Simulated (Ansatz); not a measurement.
GeH3(NHMe) (CH7GeN). Charge 0, multiplicity 3. Geometry PBE0-D4/def2-SVP, that of the neutral singlet; atoms count from 1.

```xyz
10

Ge    1.029   -0.867   -0.528
H     0.877   -2.286   -1.102
H     1.608    0.106   -1.572
H     1.996   -0.908    0.686
N    -0.660   -0.283   -0.115
C    -0.856    1.022    0.471
H    -1.243   -0.995    0.314
H    -0.519    1.123    1.523
H    -0.312    1.782   -0.115
H    -1.921    1.307    0.438
```

At PBE0-D4/def2-TZVP a singlet of charge 0 lies 5.26 eV below the triplet at the same geometry.

Problem. Estimate the Mulliken populations from the PBE0/def2-TZVP orbitals of Ansatz.

Solution. 
| atom | charge (e) | spin (α − β) |
| --- | --- | --- |
| Ge1 | -0.45 | 0.77 |
| H2 | 0.04 | -0.02 |
| H3 | 0.03 | -0.01 |
| H4 | 0.06 | 0.08 |
| N5 | 0.37 | 0.48 |
| C6 | -0.22 | -0.10 |
| H7 | -0.18 | 0.49 |
| H8 | 0.12 | 0.17 |
| H9 | 0.11 | 0.07 |
| H10 | 0.12 | 0.08 |
Mulliken values and Mayer orders depend strongly on the basis.

Problem. Where does the spin sit?

Solution. Summed by element: Ge 0.77, H 0.85, N 0.48, C -0.10, of 2 unpaired in all. Largest on single atoms: Ge1 0.77, H7 0.49, N5 0.48.

Problem. And the Mayer bond orders between bonded heavy atoms (over 0.3)?

Solution. N5–C6 1.07 (1.44 Å).
